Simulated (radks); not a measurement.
The numbers below are computed, except where a source is named.
Question: Radial electron density D(r) = 4 pi r^2 rho(r) of an atom or ion with 50 electrons. Level of theory: Dirac Kohn-Sham, exchange-only PBE, spin-unpolarised, spherical densities, point nucleus (a radial shooting solver on a logarithmic mesh with Libxc functionals).

r (bohr),D(r) (e/bohr)
0.001624,4.827
0.002148,7.630
0.002842,11.84
0.003761,17.94
0.004976,26.32
0.006584,37.03
0.008711,49.31
0.01153,61.18
0.01525,69.46
0.02018,71.19
0.0267,66.70
0.03533,62.19
0.04674,66.82
0.06185,81.45
0.08183,91.08
0.1083,81.32
0.1433,66.21
0.1895,70.34
0.2508,76.21
0.3318,53.24
0.4391,27.80
0.5809,27.86
0.7686,27.81
1.017,15.83
1.346,7.014
1.78,3.675
2.356,1.505
3.117,0.3059
4.124,0.02362
5.457,0.0005096

What is the nuclear charge?

Answer: Z = 54. The innermost maximum, from 1s, lies near gamma/Z bohr with gamma = sqrt(1 - (Z/c)^2) = 0.919, here 0.017 bohr (found: 0.0188), and its height grows with Z. The density is that of the xenon ion Xe4+ in [Kr] 4d10 5s2 5p2; the configuration itself is not fixed sharply by these data, and Z only to a few units. D(r) has 4 maxima, at r = 0.0188, 0.0825, 0.235, 0.671 bohr, and minima at 0.0365, 0.155, 0.495 bohr, inside which lie 2.02, 11.18, 29.02 electrons.
